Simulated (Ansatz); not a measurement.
Isomers of CH7NSi2, relaxed with PBE0-D4/def2-TZVP in Ansatz; electronic energies, one conformer each and not always the lowest. Functionals use def2-TZVPP; CBS adds triple-zeta CCSD(T) − MP2 to the MP2 limit of def2-TZVPP and def2-QZVPP.

Order them by energy at frozen-core CCSD(T)/CBS, lowest first. (Best estimate.)
A. `[SiH3]C1N[SiH2]1`
B. `C1[SiH2]N[SiH2]1`
C. `CN1[SiH2][SiH2]1`
D. `N[SiH]1C[SiH2]1`
E. `C1N[SiH2][SiH2]1`
F. `NC1[SiH2][SiH2]1`
G. `N=C([SiH3])[SiH3]`

B (0.0 kcal/mol), D (39.9 kcal/mol), E (42.1 kcal/mol), C (45.4 kcal/mol), A (60.5 kcal/mol), G (63.2 kcal/mol), F (72.8 kcal/mol).

How do HF/CBS(def2), MP2/CBS(def2), PBE-D4, PBE0-D4 place them (kcal/mol, against `C1[SiH2]N[SiH2]1`)? (An estimate is asked.)

The calculation gave: 
```csv
isomer,HF/CBS(def2),MP2/CBS(def2),PBE-D4,PBE0-D4
`[SiH3]C1N[SiH2]1`,63.9,62.2,55.6,59.2
`C1N[SiH2][SiH2]1`,44.0,44.9,36.3,38.5
`N[SiH]1C[SiH2]1`,45.1,41.8,33.5,36.4
`NC1[SiH2][SiH2]1`,79.4,76.3,64.0,68.1
`CN1[SiH2][SiH2]1`,47.0,47.5,39.0,42.2
`N=C([SiH3])[SiH3]`,60.4,68.8,59.3,64.5
```
